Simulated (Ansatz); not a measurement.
Energy needed to pull apart ZnHCl (SMILES [Cl][ZnH]), closed shell, into free ground-state atoms, from the structure below (displaced at random from a GFN2-xTB minimum); no zero-point or spin–orbit terms; open-shell atoms are treated unrestricted, in their ground-state multiplicity.

```
atom    x (Å)    y (Å)    z (Å)
 Cl1   1.6700  -0.6056   0.8695
 Zn2  -0.1672   0.0248  -0.0890
  H3  -1.5215   0.5106  -0.7447
```

Ansatz 0.2.0; basis: def2-TZVPP; cores frozen in the correlated methods. The 3s and 3p shells of Cu and Zn are frozen; filled d shells are correlated.

```
      method  atomization energy (kJ/mol)
      PBE-D4                          547
   r2SCAN-D4                            ?
     PBE0-D4                          550
CAM-B3LYP-D4                          546
     wB97X-V                          568
     wB97M-V                          559
          HF                            ?
         MP2                          553
        CCSD                          529
     CCSD(T)                          536
```

Task: What does HF give? (Judge from chemistry; the value comes from the calculation.)

Result: By the calculation: 427 kJ/mol, which is about 109 kJ/mol less than CCSD(T)/def2-TZVPP.

Task: What does r2SCAN-D4 give? (To be estimated.)

Result: Computed: 570 kJ/mol, which is about 33 kJ/mol more than CCSD(T)/def2-TZVPP.

In triple zeta the MP2 and coupled-cluster atomization energies are still short of their basis limit by a few kcal/mol a bond, whereas those of the functionals are nearly converged, so these differences are not deviations from converged CCSD(T).

No T1 diagnostic of these runs exceeds 0.015.

For scale, one of the runs: CCSD(T)/def2-TZVPP forces, 120 basis functions (an equivalent command: `ansatz run in.yaml --threads 4`). The run took 13 s on 4 CPU threads (shared host), with 0.85 GiB of host memory at its peak.
